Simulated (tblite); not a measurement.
Compound: C₂H₁₀FNSi₂.
Numbering: `[NH2:1][Si@H:2]([SiH3:3])[CH2:4][CH2:5][F:6]` (hydrogens: H7, H8 on N1; H9 on Si2; H10, H11, H12 on Si3; H13, H14 on C4; H15, H16 on C5)

Computed with GFN2-xTB (tblite), gas phase: L-BFGS steps from a force-field or distance-geometry start until the largest atomic force falls under 0.01 eV/Å.

Step 94: E = -557.6319 eV
```
atom  x, y, z in Å  |  force x, y, z in eV/Å
N1     -0.2908    1.8033   -0.4600   -0.002   0.023   0.066
Si2    -0.4446    0.0871   -0.4520    0.030   0.026   0.006
Si3    -2.5563   -0.4778    0.2641   -0.078   0.061   0.001
C4      0.9746   -0.4103    0.7397    0.093  -0.036   0.034
C5      2.2742   -0.5748   -0.0242   -0.027  -0.017   0.055
F6      2.4732    0.4955   -0.8756    0.047  -0.073   0.054
H7     -0.9853    2.3868   -0.8950    0.003  -0.011  -0.057
H8      0.6295    2.2005   -0.5829   -0.065  -0.007  -0.031
H9     -0.1224   -0.5618   -1.7471    0.003  -0.005   0.026
H10    -3.5326   -0.3863   -0.8321    0.061   0.012   0.051
H11    -2.6369   -1.8540    0.7532    0.002  -0.074   0.023
H12    -3.0923    0.3553    1.3444    0.008   0.006  -0.019
H13     1.1106    0.3671    1.4964   -0.078  -0.071  -0.088
H14     0.7860   -1.3448    1.2715   -0.040   0.082  -0.093
H15     2.2601   -1.4739   -0.6516   -0.002   0.097   0.000
H16     3.1452   -0.6030    0.6397    0.044  -0.013  -0.031
```

Step 95: E = -557.6341 eV
```
atom  x, y, z in Å  |  force x, y, z in eV/Å
N1     -0.2980    1.8070   -0.4552   -0.038   0.027   0.047
Si2    -0.4435    0.0900   -0.4524    0.042   0.022   0.034
Si3    -2.5533   -0.4796    0.2656   -0.071   0.081  -0.012
C4      0.9779   -0.4076    0.7375    0.008   0.004   0.024
C5      2.2745   -0.5801   -0.0231   -0.002  -0.034   0.042
F6      2.4789    0.4839   -0.8767    0.065   0.027   0.009
H7     -0.9913    2.3830   -0.9035    0.019  -0.017  -0.041
H8      0.6200    2.2106   -0.5705   -0.038  -0.004  -0.035
H9     -0.1205   -0.5582   -1.7460    0.007  -0.008   0.004
H10    -3.5252   -0.3861   -0.8340    0.051   0.007   0.050
H11    -2.6321   -1.8555    0.7529   -0.002  -0.087   0.029
H12    -3.0925    0.3544    1.3432    0.009   0.002  -0.015
H13     1.1172    0.3714    1.4889   -0.079  -0.023  -0.033
H14     0.7832   -1.3366    1.2721   -0.045   0.020  -0.054
H15     2.2521   -1.4756   -0.6508    0.018   0.004  -0.023
H16     3.1449   -0.6124    0.6408    0.057  -0.022  -0.026
```

Step 96: E = -557.6364 eV
```
atom  x, y, z in Å  |  force x, y, z in eV/Å
N1     -0.2967    1.8031   -0.4569   -0.050   0.010   0.032
Si2    -0.4436    0.0859   -0.4521    0.027   0.016   0.057
Si3    -2.5554   -0.4740    0.2711   -0.027   0.065  -0.010
C4      0.9779   -0.4165    0.7359   -0.045   0.034   0.007
C5      2.2770   -0.5730   -0.0205    0.011  -0.010   0.020
F6      2.4760    0.4979   -0.8666    0.066   0.061   0.001
H7     -0.9872    2.3746   -0.9153    0.010  -0.011  -0.037
H8      0.6212    2.2048   -0.5760   -0.014   0.002  -0.031
H9     -0.1253   -0.5719   -1.7412    0.011  -0.004  -0.013
H10    -3.5214   -0.3758   -0.8310    0.025   0.005   0.034
H11    -2.6355   -1.8517    0.7556   -0.008  -0.068   0.028
H12    -3.0918    0.3626    1.3473    0.005   0.001  -0.007
H13     1.1083    0.3553    1.4944   -0.072  -0.002   0.004
H14     0.7815   -1.3511    1.2580   -0.030  -0.004  -0.034
H15     2.2602   -1.4599   -0.6579    0.037  -0.055  -0.028
H16     3.1471   -0.6015    0.6438    0.053  -0.042  -0.022
```

Problem. Estimate the geometry and energy of step 97. (The exact step hangs on the optimiser's Hessian estimate; all steps are aligned on step 96, rigid shifts and turns removed.)

Solution. E = -557.6396 eV, largest force 0.092 eV/Å
```
atom  x, y, z in Å  |  force x, y, z in eV/Å
N1     -0.2864    1.7891   -0.4696   -0.043  -0.010   0.006
Si2    -0.4468    0.0723   -0.4523    0.000   0.016   0.056
Si3    -2.5639   -0.4581    0.2846    0.062   0.021  -0.001
C4      0.9732   -0.4415    0.7312   -0.062   0.056  -0.006
C5      2.2840   -0.5488   -0.0143   -0.013  -0.008  -0.038
F6      2.4690    0.5457   -0.8346    0.050   0.072   0.010
H7     -0.9734    2.3595   -0.9349   -0.003  -0.013  -0.032
H8      0.6336    2.1816   -0.6041   -0.011  -0.002  -0.018
H9     -0.1401   -0.6119   -1.7313    0.009   0.019  -0.018
H10    -3.5209   -0.3507   -0.8209   -0.020   0.006   0.012
H11    -2.6467   -1.8394    0.7651   -0.023  -0.024   0.022
H12    -3.0886    0.3840    1.3613   -0.002  -0.002  -0.002
H13     1.0776    0.3093    1.5138   -0.056  -0.010   0.028
H14     0.7806   -1.3959    1.2182    0.011   0.015  -0.031
H15     2.2912   -1.4171   -0.6782    0.053  -0.059   0.013
H16     3.1500   -0.5691    0.6545    0.050  -0.077  -0.002
```

The energy changes by -0.0032 eV. The first-order estimate −F·Δx gives -0.0049 eV and the mean of the old and new forces, exact on a quadratic surface, -0.0031 eV. The step makes an angle of 82° with the force vector and moves no atom by more than 0.060 Å.

What follows is the cost of the whole relaxation. On one thread of an AMD EPYC (shared host), this took 2.9 s wall.
